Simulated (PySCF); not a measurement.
# Si⁺: excitation energy

Si⁺ [Ne] 3s2 3p1 (2P) → Si⁺ [Ne] 3s1 3p1 3d1 (high-spin determinant), as a difference of total energies. All numbers are calculated (PySCF 2.14, no relativity, point nucleus, in aug-cc-pwCVDZ (6s5p3d, 36 functions)). Correlated levels: valence and next inner shell: 1s2 frozen. The calculations carry no spin-orbit coupling.

| method | excitation energy (eV) |
| --- | --- |
| UHF | 13.863 |
| MP2 (valence and next inner shell) | 14.860 |
| SCS-MP2 (valence and next inner shell) | 15.065 |
| CCSD (valence and next inner shell) | 14.657 |
| CCSD(T) (valence and next inner shell) | 14.363 |

**Question.** How much does correlation contribute at CCSD(T) (valence and next inner shell)?

**Answer.** 14.363 − (13.863) = 0.500 eV, measured against UHF.

The promoted electron is Rydberg-like, and one or two diffuse shells describe it only roughly, which tends to raise the upper state.

The coupled-cluster amplitudes are large for the upper state (T1 above 0.03 or a double amplitude above 0.15), so a single reference is strained.

The determinant of the upper state mixes LS terms, which raises its energy above the lowest term, most at the Hartree-Fock and MP2 levels.
